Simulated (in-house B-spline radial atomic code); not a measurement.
**LDA exchange-only excitations of the silicon ion Si²⁺**

Method: LDA exchange-only. Computed with an all-electron radial atomic-structure program (B-spline basis): linear response of the closed shell [Ne] 3s2 with the functional's adiabatic kernel; scalar-relativistic (spin-free one-electron X2C), finite nucleus, no spin-orbit coupling, no double excitations, S, P, D and F terms only.

Command:
```bash
python run_td.py task.json out
```
Settings (radii: box in bohr, nucleus in fm):
```
Z                        14
electrons                12
configuration            [Ne] 3s2
hamiltonian              x2c
method                   lda,
box_radius               29.48
rms_radius               3.1224
intervals                74
```

Cost of the run: 0.4 s on 1 thread of Arm Neoverse N1, on a shared host.

The lowest states, in the order of their Tamm-Dancoff energies; the method's threshold (minus the highest occupied level) is 27.371 eV. Labels give the largest channel, * marks a mixed state, and oscillator strengths are full-response dipole values. Semilocal kernels can invert the small singlet-triplet splittings of Rydberg terms. Energies in eV:

```csv
state,full response,Tamm-Dancoff,oscillator strength
3s → 3p 3P,5.703,6.026,-
3s → 3p 1P,10.417,10.933,1.62
3s → 3d 3D,16.024,16.109,-
3s → 3d 1D,?,?,-
3s → 4s 3S,17.690,17.706,-
3s → 4s 1S,18.580,18.601,-
3s → 4p 3P,19.931,19.946,-
3s → 4p 1P,?,?,?
3s → 4d 3D,22.635,22.646,-
3s → 5s 3S,22.782,22.785,-
3s → 4d 1D,22.910,22.911,-
3s → 5s 1S,23.012,23.018,-
```

Question: Where does 3s → 4p 1P lie?

Answer: At 20.389 eV in full response, 20.432 eV in Tamm-Dancoff, oscillator strength 0.00717.

Question: Where does 3s → 3d 1D lie?

Answer: At 17.688 eV in full response, 17.697 eV in Tamm-Dancoff.

Question: How large is the singlet-triplet splitting of 3s → 3p (P terms) in Tamm-Dancoff?

Answer: 4.91 eV, from the unrounded values.

Question: What polarisabilities and dispersion coefficient does the method give?

Answer: Dipole 11.32 bohr³, quadrupole 36.95 bohr⁵, C6 38.37 hartree·bohr⁶ for two such species.
